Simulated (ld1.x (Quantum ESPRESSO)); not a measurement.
**argon (Ar): excitation energies, all-electron against ultrasoft**

argon (Ar), ultrasoft, made with ld1.x (Quantum ESPRESSO) 7.5 (PBE, scalar-relativistic). Core [Ne], reference 3s2 3p6. Waves: 3s (bound): rcut 0.85, rcutus 1.05 bohr; 3s channel at 3 Ry: rcut 0.85, rcutus 1.05 bohr; 3p (bound): rcut 0.90, rcutus 1.20 bohr; 3p channel at 2.95 Ry: rcut 0.90, rcutus 1.20 bohr; 3d channel at 0.05 Ry: rcut 1.05, rcutus 1.20 bohr; 3d channel at 2.35 Ry: rcut 1.05, rcutus 1.20 bohr. Local part: all-electron potential smoothed inside 1.00 bohr (lloc = -1). Core correction: none. Augmentation charge: built from norm-conserving waves at rcut, not smoothed further.

Energies are relative to the spin-unpolarised reference configuration 3s2 3p6; without spin polarisation the order of configurations can differ from experiment. The frozen-core shift is the all-electron ΔE with the core orbitals held at their reference shape minus the fully relaxed ΔE.

```json
{"valence configuration": "3s2 3p5", "charge": "+1", "ΔE all-electron (eV)": "16.058", "error AE − PS (meV)": "-0.6", "frozen-core shift (meV)": "+1.3"}
{"valence configuration": "3s2 3p3", "charge": "+3", "ΔE all-electron (eV)": "87.301", "error AE − PS (meV)": "+30", "frozen-core shift (meV)": "+29"}
{"valence configuration": "3s1 3p6", "charge": "+1", "ΔE all-electron (eV)": "30.673", "error AE − PS (meV)": "+14", "frozen-core shift (meV)": "+1.6"}
{"valence configuration": "3s2 3p2", "charge": "+4", "ΔE all-electron (eV)": "144.936", "error AE − PS (meV)": "+101", "frozen-core shift (meV)": "+79"}
```

Task: What are ΔE and the potential's error for 3s2 3p4?

Result: ΔE = 44.717 eV all-electron; the error (AE − PS) is +4.8 meV.

Task: What are ΔE and the potential's error for 3s2 3p5.5?

Result: ΔE = 6.547 eV all-electron; the error (AE − PS) is -0.6 meV.

Levels in the configuration 3s2 3p2:

```csv
level,all-electron (eV),pseudo (eV)
3s,-81.621,-81.588
3p,-65.502,-65.390
```
